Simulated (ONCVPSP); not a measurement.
What one change does to a pseudopotential (sulfur (S), ONCV)

ONCVPSP 4.0.1 input, shortened (lines: element, Z, core and valence counts, functional; n l f; lmax; l rc ep ncon nbas qcut; lloc lpopt rc5 dvloc0; l nproj debl; icmod fcfact rcfact), PBE, scalar-relativistic:

```
  S 16.00    3    2        4      upf
    1    0    2.00
    2    0    2.00
    2    1    6.00
    3    0    1.00
    3    1    5.00
    1
    0    1.45    0.00    4    8    3.80
    1    1.10    0.00    4    7    8.80
    4    3    0.85    0.00
    0    2    3.80
    1    2    1.50
    0    0.00    0.00
```

Change: p: rc 1.36.

Cutoffs: the cutoffs (Ha) at which the residual kinetic energy of the hardest occupied pseudo-wave falls to 1 and 0.1 mHa per electron; they do not see the model core or the augmentation charge, which bear on the density cutoff. Errors are all-electron minus pseudo energies relative to the spin-unpolarised reference configuration.

Task: Predict the effect on cutoff, ghosts and configuration errors.

Result: The potential gets softer (61 Ha and 114 Ha → 61 Ha and 81 Ha); the bound ghost in p disappears; of the 4 tests that both files solve, the error grows in 4 and shrinks in 0 by more than 15 % and 0.3 meV (median size 3.2 → 10.9 meV). A larger radius leaves more room for a smooth pseudo-wave, so fewer plane waves are needed. More of the atom is replaced by a form fitted at one configuration, so other configurations suffer.

| quantity | base | changed |
| --- | --- | --- |
| cutoff, loose | 61 Ha | 61 Ha |
| cutoff, tight | 114 Ha | 81 Ha |
| loose cutoff by channel | s 61 Ha, p 41 Ha | s 61 Ha, p 6.3 Ha |
| bound ghosts | p | none |
| GHOST(+) flags under 300 eV | s at 174.9 eV | s at 174.9 eV |
| error for 3s2 3p4, meV [ΔE -10.31 eV] | -0.1 | +1.8 |
| error for 3s2 3p3, meV [ΔE 1.46 eV] | +0.5 | +4.4 |
| error for 3s2 3p2, meV [ΔE 23.74 eV] | +5.9 | +17 |
| error for 3s2 3p0, meV [ΔE 104.58 eV] | +116 | +183 |
| s: phases at 1.47 bohr within 0.05 rad from the reference energy up to (Ha; the scan ends near 5) | to the end of the scan | to the end of the scan |

 A true bound ghost makes a file unfit for plane-wave use even where its test errors are small: the radial tests pick states by their node count and pass the ghost by.
